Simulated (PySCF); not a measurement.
A structure optimised at PBE0-D3(BJ)/def2-SVP, used in a PySCF frequency run:

```xyz
10

C      0.0000     0.0000    -1.3534
C      0.0000    -1.1827    -0.6181
N      0.0000    -1.1894     0.7122
C      0.0000     0.0000     1.3074
N      0.0000     1.1894     0.7122
C      0.0000     1.1827    -0.6181
H      0.0000     0.0000    -2.4449
H      0.0000    -2.1585    -1.1184
H      0.0000     0.0000     2.4042
H      0.0000     2.1585    -1.1184
```

Task: Write its SMILES, formula and point group.

Result: c1cncnc1, C4H4N2, C2v

Task: What are its rotational constants (standard atomic weights)?

Result: 6.2992, 6.1166, 3.1033 GHz
